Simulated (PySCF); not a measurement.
C2H7NOSi2, SMILES CC1=N[SiH2]O[SiH2]1.

Geometry: B3LYP-D3(BJ)/def2-SVP. This is a generated structure with no PubChem entry under its InChIKey; it may be hypothetical.

Two levels are set side by side: PBE/def2-TZVP (PySCF) and CAM-B3LYP/def2-TZVP (PySCF). Same geometry, gas phase. Differences are taken from unrounded values.

```csv
quantity,CAM-B3LYP,PBE,PBE minus CAM-B3LYP
orbital gap (eV),8.44,3.49,-4.95
highest occupied level (eV),-8.28,-5.62,2.65
lowest empty level (eV),0.16,-2.13,-2.29
dipole moment (D),1.68,1.53,-0.15
mean polarisability (bohr³),79.4,85.0,5.6
```

PBE's occupied levels lie high since its potential decays too fast outside the molecule; exact exchange lowers them and widens the gap. Loosely held outer electrons make PBE densities more polarisable. Differences between two approximate levels are no errors against the true value.

Rough cost on one machine, each run with all the roots and properties that it gave: CAM-B3LYP against PBE within a factor of 2.
